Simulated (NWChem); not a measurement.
System: PbNH$_{3}$S, singlet; SMILES [SH][Pb][NH2]

NWChem input:

```
start job
memory heap 200 mb stack 900 mb global 1100 mb
geometry units angstroms noautoz
  Pb    -0.254861    -0.371547     0.001139
  N      1.814863    -0.857101     0.000002
  H      2.173287    -1.806835    -0.000901
  H      2.570913    -0.178795     0.000033
  S      0.245147     2.144135     0.002528
  H     -1.064307     2.478398     0.003364
end
basis spherical
  * library def2-svp
end
ecp
  Pb library def2-ecp
end
dft
  xc xpbe96 cpbe96
  iterations 150
  vectors input atomic output neutral.movecs
end
task dft energy
charge 1
dft
  odft
  mult 2
  vectors input atomic output cation.movecs
end
task dft energy
```

Low-valent species are run as closed-shell singlets; no triplet was tried in these runs. Coordinates come from a PBE0/def2-SVP optimisation. Not confirmed as a minimum by frequencies. def2 effective core potentials on Pb; no spin-orbit coupling.

Ions are spin-unrestricted doublets at the neutral geometry; other ion states weren't tried.

Task: What results follow from this input? (PBE/def2-SVP with def2 effective core potentials on Pb, vertical spin-unrestricted ions.) Quantities: vertical ionisation energy, ΔSCF (eV); −ε(HOMO) (eV).

Result: vertical ionisation energy, ΔSCF (eV): 8.15
−ε(HOMO) (eV): 5.21
